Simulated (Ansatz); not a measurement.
```yaml
atoms:
  - { symbol: C, position_ang: [-0.0091, 0.0352, -0.6972] }
  - { symbol: N, position_ang: [0.0085, 0.0677, 0.7465] }
  - { symbol: H, position_ang: [0.0078, -0.9795, -1.1540] }
  - { symbol: H, position_ang: [-0.8892, 0.5703, -1.0780] }
  - { symbol: H, position_ang: [0.8739, 0.5692, -1.0883] }
  - { symbol: H, position_ang: [-0.8160, -0.4272, 1.1234] }
  - { symbol: H, position_ang: [0.8130, -0.4194, 1.1306] }
```

Basis set: cc-pVDZ (spherical functions). Correlated methods keep 2 orbitals frozen. Charge 0, multiplicity 1.

Computed with Ansatz (development build ahead of 0.2.0); each method stands on the lowest determinant of its kind that the runs found. Restricted open shells among the atoms or ions are ROHF, correlated in semicanonical orbitals with singles.

The atomization energy at this shape (free ground-state atoms in the same class of orbitals less the molecule, no zero-point energy) of singlet CH5N:

| method | atomization energy |
| --- | --- |
| RHF | 17.78 eV |

What does RHF-MP2 give?

23.16 eV.
